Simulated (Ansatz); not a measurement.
AlSi8PH16, a doped cluster cut from the lattice of silicon (Al and P 4.5 A apart) was relaxed with PBE-D4 (def2-SVP) in Ansatz in these states: charge +1 doublet, charge -1 doublet, neutral singlet. The geometries follow in no particular order.

A:

```xyz
26

Si    0.272    1.016   -2.636
Si   -0.794    2.529    0.880
Si   -2.696   -0.612   -0.640
P     0.662   -2.180   -0.793
Si   -0.243   -0.969    2.517
Si    2.572    0.574    0.625
Al   -1.699    1.590   -1.229
Si    1.827   -0.292   -1.439
Si    0.730    1.108    1.989
Si   -1.179   -1.940    0.583
H     1.188    2.151   -3.048
H     0.076    0.186   -3.890
H    -0.003    3.812    0.726
H    -1.826    2.814    1.953
H    -3.112   -1.562   -1.746
H    -3.853   -0.614    0.341
H     0.252   -2.878   -1.971
H     1.565   -3.135   -0.230
H    -1.390   -0.826    3.486
H     0.751   -1.943    3.105
H     3.387    1.793    0.274
H     3.492   -0.440    1.261
H    -2.743    2.537   -2.009
H     2.955   -0.964   -2.190
H     1.302    1.649    3.281
H    -1.494   -3.403    0.801
```

B:

```
atom    x (Å)    y (Å)    z (Å)
 Si1   0.7113   1.6197  -2.1462
 Si2   1.3694  -2.1462  -1.2296
 Si3   2.3929   0.7953   1.2743
  P4  -1.2070   2.3734   1.0309
 Si5  -0.4975  -1.7221   2.1587
 Si6  -2.2256  -0.7134  -0.9710
 Al7   2.3996   0.1151  -1.1122
 Si8  -1.3909   1.4855  -1.0843
 Si9  -0.7063  -2.2938  -0.1125
Si10   0.2608   0.4990   2.2223
 H11   0.3428   1.3377  -3.5963
 H12   1.0061   3.1132  -2.1369
 H13   1.0636  -2.6541  -2.6316
 H14   2.1748  -3.2785  -0.6085
 H15   2.6865   2.2677   1.5219
 H16   3.3601   0.0709   2.2005
 H17  -1.7964   3.7042   0.6830
 H18  -2.4507   1.8954   1.5693
 H19   0.3805  -2.7353   2.8758
 H20  -1.8557  -1.8200   2.8271
 H21  -2.6303  -1.0941  -2.3826
 H22  -3.5097  -0.7088  -0.1637
 H23   3.8500   0.1858  -1.8414
 H24  -2.4676   2.3225  -1.7521
 H25  -1.3752  -3.6530  -0.2317
 H26   0.1143   1.0341   3.6369
```

C:

```xyz
26

Si    1.314   -2.174   -0.790
Si    2.402    0.480    0.932
Si    0.291    1.382   -2.597
P    -2.165   -0.745   -0.834
Si   -1.088    2.291    1.032
Si   -0.642   -1.201    2.485
Al    2.140    0.077   -1.634
Si   -0.757   -2.158    0.334
Si    0.423    0.869    2.146
Si   -1.549    1.468   -1.131
H     2.259   -2.904    0.125
H     1.135   -2.966   -2.070
H     3.244   -0.598    1.556
H     3.218    1.741    0.746
H    -0.258    0.802   -3.879
H     0.606    2.839   -2.827
H    -2.442   -1.321   -2.112
H    -3.453   -0.812   -0.217
H    -0.505    3.662    0.827
H    -2.370    2.372    1.815
H     0.183   -2.140    3.321
H    -2.030   -1.047    3.044
H     3.591    0.035   -2.296
H    -1.516   -3.456    0.247
H     0.801    1.487    3.469
H    -2.836    2.016   -1.692
```

Question: Judge from the bond lengths which geometry belongs to which state (an estimate).

Answer: A is the neutral singlet (P4–Si10 2.311 Å, Si2–Al7 2.479 Å, P4–H17 1.429 Å); B is the charge -1 doublet (P4–Si10 2.662 Å, Si2–Al7 2.488 Å, P4–H17 1.497 Å); C is the charge +1 doublet (P4–Si10 2.316 Å, Si2–Al7 2.611 Å, P4–H17 1.429 Å).
